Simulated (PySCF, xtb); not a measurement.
C₄H₅FSi, SMILES C#C/C=C\[SiH2]F.

GFN2-xTB (xtb) at its own geometry gives an orbital gap of 3.69 eV and a dipole moment of 2.04 D.

Geometry: ωB97X-D3(BJ)/def2-SVP. The structure was generated by enumeration; whether it is a known compound was not checked. One conformer was computed; it need not be the lowest.

Task: What does PySCF with B3LYP/def2-TZVP give? (Estimate from the structure and the level; the computed values follow.)

Result: gap 5.50 eV (levels -7.32 and -1.82 eV), dipole 1.83 D.
